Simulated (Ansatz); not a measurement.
`[SiH3]CB[AsH2]` at its PBE0-D4/def2-TZVP geometry, where that method's forces vanish. Charge 0, multiplicity 1.

```xyz
12

Si   -0.0619   -1.8002    0.2926
C     0.0015   -0.0246    0.9494
B    -0.5745    0.8959   -0.1393
As    0.5157    1.5990   -1.6767
H     0.8473   -1.9460   -0.8733
H     0.3728   -2.7338    1.3648
H    -1.4412   -2.1600   -0.1264
H     1.0512    0.1512    1.2025
H    -0.6026   -0.0421    1.8622
H    -1.7580    1.0665   -0.2173
H     1.7562    2.0155   -0.9094
H    -0.1065    2.9788   -1.7291
```

(1) What forces (eV/Å) does PBE-D4/def2-TZVPP give on these atoms in Ansatz 0.2.0? (Estimate.)

Results:

(1) Computed: 
```
Si1 -0.014 -0.027 -0.020
C2  -0.013  0.084 -0.056
B3   0.020  0.051 -0.002
As4 -0.042 -0.220 -0.182
H5   0.090 -0.016 -0.116
H6   0.045 -0.106  0.110
H7  -0.135 -0.041 -0.043
H8   0.202  0.026  0.059
H9  -0.115 -0.010  0.174
H10 -0.128  0.009 -0.022
H11  0.170  0.063  0.104
H12 -0.080  0.188 -0.005
```
